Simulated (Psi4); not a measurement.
Psi4 input (wB97X-D/6-31G*):

```
memory 1500 MB

molecule {
0 1
C    -1.41490700   -0.49297600    1.19936500
C    -0.80774300   -0.01814500   -0.12965600
C    -1.79461700    0.90581800   -0.84890200
C    -0.49910500   -1.22655300   -1.01590600
N     0.43542400    0.73126000    0.10874200
Si    2.02352700    0.10273300    0.32125800
H    -1.63470200    0.36063000    1.84415500
H    -0.71704400   -1.14438600    1.72780100
H    -2.34425900   -1.04396300    1.03800300
H    -1.37850700    1.24059300   -1.79974600
H    -2.00832300    1.78850800   -0.24067200
H    -2.74068300    0.39595400   -1.04000500
H    -0.05800900   -0.91083000   -1.96190300
H     0.19436200   -1.91444400   -0.52584700
H    -1.41334400   -1.78203700   -1.22763700
H     0.26230000    1.62999700    0.53463400
H     2.57475700   -0.45746700   -0.93594800
H     2.13041100   -0.97780400    1.34107100
H     2.85391800    1.24931000    0.75788000
symmetry c1
no_reorient
no_com
}

set {
  basis 6-31G*
  reference rks
  scf_type df
  df_basis_scf def2-universal-jkfit
  dft_radial_points 99
  dft_spherical_points 590
  e_convergence 1e-8
  d_convergence 1e-7
  maxiter 150
}

e = energy('wb97x-d')
print_out(f'\nFINAL {e:.10f} DIPOLE {variable("CURRENT DIPOLE")[0]:.6f} {variable("CURRENT DIPOLE")[1]:.6f} {variable("CURRENT DIPOLE")[2]:.6f}\n')
```

Output:

```
   => Loading Basis Set <=

    Name: 6-31G*
    Role: ORBITAL
    Keyword: BASIS
    atoms 1-4  entry C          line   111 file 6-31gs.gbs
    atoms 5    entry N          line   128 file 6-31gs.gbs
    atoms 6    entry SI         line   268 file 6-31gs.gbs
    atoms 7-19 entry H          line    44 file 6-31gs.gbs

   => WB97X-D: Empirical Dispersion <=

    Chai and Head-Gordon Dispersion Correction
    Chai, J.-D.; Head-Gordon, M. (2010), J. Chem. Phys., 132: 6615-6620

        s6 =       1.000000

         ---------------------------------------------------------
                                   SCF
               by Justin Turney, Rob Parrish, Andy Simmonett
                          and Daniel G. A. Smith
                              RKS Reference
         ---------------------------------------------------------

  ==> Geometry <==

    Molecular point group: c1
    Full point group: C1

    Geometry (in Angstrom), charge = 0, multiplicity = 1:

       Center              X                  Y                   Z               Mass
    ------------   -----------------  -----------------  -----------------  -----------------
         C           -1.414907000000    -0.492976000000     1.199365000000    12.000000000000
         C           -0.807743000000    -0.018145000000    -0.129656000000    12.000000000000
         C           -1.794617000000     0.905818000000    -0.848902000000    12.000000000000
         C           -0.499105000000    -1.226553000000    -1.015906000000    12.000000000000
         N            0.435424000000     0.731260000000     0.108742000000    14.003074004430
         SI           2.023527000000     0.102733000000     0.321258000000    27.976926534650
         H           -1.634702000000     0.360630000000     1.844155000000     1.007825032230
         H           -0.717044000000    -1.144386000000     1.727801000000     1.007825032230
         H           -2.344259000000    -1.043963000000     1.038003000000     1.007825032230
         H           -1.378507000000     1.240593000000    -1.799746000000     1.007825032230
         H           -2.008323000000     1.788508000000    -0.240672000000     1.007825032230
         H           -2.740683000000     0.395954000000    -1.040005000000     1.007825032230
         H           -0.058009000000    -0.910830000000    -1.961903000000     1.007825032230
         H            0.194362000000    -1.914444000000    -0.525847000000     1.007825032230
         H           -1.413344000000    -1.782037000000    -1.227637000000     1.007825032230
         H            0.262300000000     1.629997000000     0.534634000000     1.007825032230
         H            2.574757000000    -0.457467000000    -0.935948000000     1.007825032230
         H            2.130411000000    -0.977804000000     1.341071000000     1.007825032230
         H            2.853918000000     1.249310000000     0.757880000000     1.007825032230

  Running in c1 symmetry.

  Rotational constants: A =      0.14360  B =      0.05667  C =      0.05652 [cm^-1]
  Rotational constants: A =   4305.08020  B =   1699.04498  C =   1694.39751 [MHz]
  Nuclear repulsion =  326.167499965282389

  Charge       = 0
  Multiplicity = 1
  Electrons    = 58
  Nalpha       = 29
  Nbeta        = 29

  ==> Algorithm <==

  SCF Algorithm Type is DF.
  DIIS enabled.
  MOM disabled.
  Fractional occupation disabled.
  Guess Type is SAD.
  Energy threshold   = 1.00e-08
  Density threshold  = 1.00e-07
  Integral threshold = 1.00e-12

  ==> Primary Basis <==

  Basis Set: 6-31G*
    Blend: 6-31G*
    Number of shells: 64
    Number of basis functions: 120
    Number of Cartesian functions: 120
    Spherical Harmonics?: false
    Max angular momentum: 2

  ==> DFT Potential <==

   => LibXC <=

    Version 7.1.2
    S. Lehtola, C. Steigemann, M. J. T. Oliveira, and M. A. L. Marques,  SoftwareX 7, 1–5 (2018) (10.1016/j.softx.2017.11.002)

   => Composite Functional: WB97X-D <=

    wB97X-D Hyb-GGA Exchange-Correlation Functional

    J.-D. Chai and M. Head-Gordon,  Phys. Chem. Chem. Phys. 10, 6615–6620 (2008) (10.1039/B810189B)

    Deriv               =              1
    GGA                 =           TRUE
    Meta                =          FALSE

    Exchange Hybrid     =           TRUE
    MP2 Hybrid          =          FALSE

   => Exchange-Correlation Functionals <=

    1.0000   wB97X-D range-separated functional

   => Exact (HF) Exchange <=

    0.7780            HF,LR [omega = 0.2000]
    0.2220               HF

   => LibXC Density Thresholds  <==

    XC_HYB_GGA_XC_WB97X_D:  1.00E-14

   => Molecular Quadrature <=

    Radial Scheme          =       TREUTLER
    Pruning Scheme         =           NONE
    Nuclear Scheme         =       TREUTLER

    Blocking Scheme        =         OCTREE
    BS radius alpha        =              1
    Pruning alpha          =              1
    Radial Points          =             99
    Spherical Points       =            590
    Total Points           =        1026115
    Total Blocks           =           6923
    Max Points             =            256
    Max Functions          =            118
    Weights Tolerance      =       1.00E-15

   => Loading Basis Set <=

    Name: DEF2-UNIVERSAL-JKFIT
    Role: JKFIT
    Keyword: DF_BASIS_SCF
    atoms 1-4  entry C          line   198 file def2-universal-jkfit.gbs
    atoms 5    entry N          line   258 file def2-universal-jkfit.gbs
    atoms 6    entry SI         line   737 file def2-universal-jkfit.gbs
    atoms 7-19 entry H          line    18 file def2-universal-jkfit.gbs

  ==> Integral Setup <==

  SCF_SUBTYPE=INCORE selected. In-core MEM_DF algorithm will be used.
  Using in-core AOs.

  ==> MemDFJK: Density-Fitted J/K Matrices <==

    J tasked:                   Yes
    K tasked:                   Yes
    wK tasked:                  Yes
    Omega:                2.000E-01
    Algorithm:                 Core
    Schwarz Cutoff:           1E-12
    Mask sparsity (%):       1.1806
    Fitting Condition:        1E-10

   => Auxiliary Basis Set <=

  Basis Set: DEF2-UNIVERSAL-JKFIT
    Blend: DEF2-UNIVERSAL-JKFIT
    Number of shells: 241
    Number of basis functions: 864
    Number of Cartesian functions: 864
    Spherical Harmonics?: false
    Max angular momentum: 4

  Cached 25.0% of DFT collocation blocks in 0.705 [GiB].

  Minimum eigenvalue in the overlap matrix is 3.3890704413E-03.
  Reciprocal condition number of the overlap matrix is 4.3679411329E-04.
    Using symmetric orthogonalization.

  ==> Pre-Iterations <==

  SCF Guess: Superposition of Atomic Densities via on-the-fly atomic UHF (no occupation information).

   -------------------------
    Irrep   Nso     Nmo
   -------------------------
     A        120     120
   -------------------------
    Total     120     120
   -------------------------

  ==> Iterations <==

                           Total Energy        Delta E     RMS |[F,P]|

   @DF-RKS iter SAD:  -503.52893420943320   -5.03529e+02   0.00000e+00
   @DF-RKS iter   1:  -504.12831070197342   -5.99376e-01   6.44833e-03 ADIIS/DIIS
   @DF-RKS iter   2:  -504.20184170945743   -7.35310e-02   5.82239e-03 ADIIS/DIIS
   @DF-RKS iter   3:  -504.42531063232138   -2.23469e-01   7.55817e-04 ADIIS/DIIS
   @DF-RKS iter   4:  -504.42869651631457   -3.38588e-03   2.18253e-04 ADIIS/DIIS
   @DF-RKS iter   5:  -504.42907792949995   -3.81413e-04   3.76141e-05 DIIS
   @DF-RKS iter   6:  -504.42909041629343   -1.24868e-05   1.43340e-05 DIIS
   @DF-RKS iter   7:  -504.42909194005892   -1.52377e-06   3.49866e-06 DIIS
   @DF-RKS iter   8:  -504.42909205241580   -1.12357e-07   6.99414e-07 DIIS
   @DF-RKS iter   9:  -504.42909205879528   -6.37948e-09   1.17465e-07 DIIS
   @DF-RKS iter  10:  -504.42909205901373   -2.18449e-10   2.56131e-08 DIIS
  Energy and wave function converged.

  ==> Post-Iterations <==

   Electrons on quadrature grid:
      Ntotal   =   58.0000121517 ; deviation = 1.215e-05

    Orbital Energies [Eh]
    ---------------------

    Doubly Occupied:

       1A    -66.272609     2A    -14.425014     3A    -10.338682
       4A    -10.284331     5A    -10.282425     6A    -10.279928
       7A     -5.388220     8A     -3.733242     9A     -3.732419
      10A     -3.731919    11A     -0.985564    12A     -0.861055
      13A     -0.788091    14A     -0.783166    15A     -0.658579
      16A     -0.616391    17A     -0.561595    18A     -0.532461
      19A     -0.529751    20A     -0.494775    21A     -0.478646
      22A     -0.460250    23A     -0.448242    24A     -0.441291
      25A     -0.424036    26A     -0.414001    27A     -0.412036
      28A     -0.402325    29A     -0.304969

    Virtual:

      30A      0.109960    31A      0.150534    32A      0.170416
      33A      0.179697    34A      0.199106    35A      0.211265
      36A      0.227714    37A      0.234948    38A      0.242427
      39A      0.246836    40A      0.268597    41A      0.283470
      42A      0.284362    43A      0.297111    44A      0.309995
      45A      0.311468    46A      0.321162    47A      0.337133
      48A      0.343626    49A      0.366820    50A      0.379897
      51A      0.477966    52A      0.588555    53A      0.599507
      54A      0.611647    55A      0.622276    56A      0.660801
      57A      0.669433    58A      0.704092    59A      0.738520
      60A      0.759570    61A      0.775379    62A      0.794865
      63A      0.804101    64A      0.835525    65A      0.847564
      66A      0.883479    67A      0.929777    68A      0.962593
      69A      0.993108    70A      0.995583    71A      0.999037
      72A      1.007126    73A      1.014883    74A      1.028306
      75A      1.042179    76A      1.052291    77A      1.058100
      78A      1.074429    79A      1.092658    80A      1.108875
      81A      1.180751    82A      1.218113    83A      1.250664
      84A      1.282345    85A      1.323711    86A      1.454231
      87A      1.499560    88A      1.541053    89A      1.592433
      90A      1.701183    91A      1.807875    92A      1.813276
      93A      1.840508    94A      1.886328    95A      1.955674
      96A      1.973285    97A      1.987877    98A      2.148645
      99A      2.180566   100A      2.190577   101A      2.240097
     102A      2.285247   103A      2.323064   104A      2.342917
     105A      2.355341   106A      2.363228   107A      2.381140
     108A      2.401287   109A      2.446817   110A      2.686139
     111A      2.753603   112A      2.809017   113A      2.826940
     114A      2.868116   115A      3.063400   116A      3.941107
     117A      4.304907   118A      4.408962   119A      4.414336
     120A      4.749350

    Final Occupation by Irrep:
              A
    DOCC [    29 ]
    NA   [    29 ]
    NB   [    29 ]

  @DF-RKS Final Energy:  -504.42909205901373

   => Energetics <=

    Nuclear Repulsion Energy =            326.1674999652823885
    One-Electron Energy =               -1337.3242593813158692
    Two-Electron Energy =                 544.6032897799717603
    DFT Exchange-Correlation Energy =     -37.8631918451832803
    Empirical Dispersion Energy =          -0.0124305777686677
    VV10 Nonlocal Energy =                  0.0000000000000000
    Total Energy =                       -504.4290920590137262

Computation Completed

Properties will be evaluated at   0.000000,   0.000000,   0.000000 [a0]

Properties computed using the SCF density matrix

 Multipole Moments:

 ------------------------------------------------------------------------------------
     Multipole            Electronic (a.u.)      Nuclear  (a.u.)        Total (a.u.)
 ------------------------------------------------------------------------------------

 L = 1.  Multiply by 2.5417464519 to convert [e a0] to [Debye]
 Dipole X            :         -0.5008344           -0.0000170           -0.5008514
 Dipole Y            :          0.1186272            0.0000132            0.1186404
 Dipole Z            :          0.0751927           -0.0000038            0.0751889
 Magnitude           :                                                    0.5201740

 ------------------------------------------------------------------------------------

FINAL -504.4290920590 DIPOLE -0.500851 0.118640 0.075189

*** Psi4 exiting successfully. Buy a developer a beer!
```

The geometry given is a B3LYP-D3(BJ)/def2-TZVP minimum.
